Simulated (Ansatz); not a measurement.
Ideal-gas functions of H2Te, SMILES `[TeH2]` at 600 K and 1 bar, from an Ansatz frequency run at PBE0-D4/def2-TZVP.

Molar mass 129.62 g/mol, point group C2v (symmetry number 2), electronic degeneracy 1, moments of inertia 2.7, 2.785, 5.485 u Å². Harmonic wavenumbers (cm⁻¹, unscaled): 891, 2164, 2172.

Use S(trans) = R[1.5 ln M + 2.5 ln T − 1.1517]; rotational temperatures θ = 24.2544 K / I; S(rot) = R[ln(√π/σ · √(T³/θAθBθC)) + 1.5]; for each mode x = 1.438777 ν̃/T, S = R[x/(eˣ − 1) − ln(1 − e⁻ˣ)] and H = RT x/(eˣ − 1); 1 cm⁻¹ = 0.0119627 kJ/mol; R = 8.31446 J/(mol·K).

By hand: the entropy, in J/(mol·K).

Translation 184.1. Rotation: θ = 8.9831, 8.7089, 4.422 K, giving 66.9. Vibration, mode by mode: 3.42, 0.29, 0.28, in all 4.0. Electronic 0.0. Sum 255.0 J/(mol·K).

By hand: H − E and G − E in kJ/mol, counted from the electronic energy.

Zero-point energy ½ × 5227 × 0.0119627 = 31.3; thermal vibration 1.7; translation, rotation and pV give 4 RT = 20.0. H − E = 53.0 kJ/mol, and G − E = 53.0 − 600 × 255.0/1000 = -100.0 kJ/mol.

Vibration gives 2 % of the entropy.
